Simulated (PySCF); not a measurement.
# Correlation energy of Ca²⁺ (calcium, charge +2)

Starting occupation: [Ar]. Calculation: PySCF 2.14, in an even-tempered Gaussian basis (22 s from 0.0095 bohr⁻², ratio 2.6; 16 p from 0.012 bohr⁻², ratio 2.6; 8 d from 0.013 bohr⁻², ratio 2.8; 3 f from 2.3 bohr⁻², ratio 2.8); X2C-1e with screened-nucleus spin-orbit coupling, Gaussian nucleus. Frozen: [Ne]; 8 electrons correlated; the 66 highest virtual spinors left out.

MP2 pair energies summed by pair of shells (mhartree):

```csv
pair,energy,share (%)
3p3/2-3p3/2,-76.55,34.2
3p1/2-3p3/2,-74.99,33.6
3p3/2-3s1/2,-28.57,12.8
3p1/2-3p1/2,-19.59,8.8
3p1/2-3s1/2,-14.36,6.4
3s1/2-3s1/2,-9.44,4.2
```

Total MP2 correlation energy: -223.51 mhartree.

The virtual space was cut to 50 spinors, which keep -204.81 of the -223.51 mhartree of MP2 correlation.

```
  level  correlation energy (mhartree)
   CCSD                        -223.81
    (T)                          -3.81
CCSD(T)                        -227.62
```

Diagnostics: T1 = 0.0021, largest double amplitude 0.033.

**Question.** Is a single reference adequate?

**Answer.** Yes: T1 lies below 0.03 and no double amplitude reaches 0.07.

The coupled-cluster values are those of the cut space; adding the MP2 remainder, -18.70 mhartree, estimates the full space.
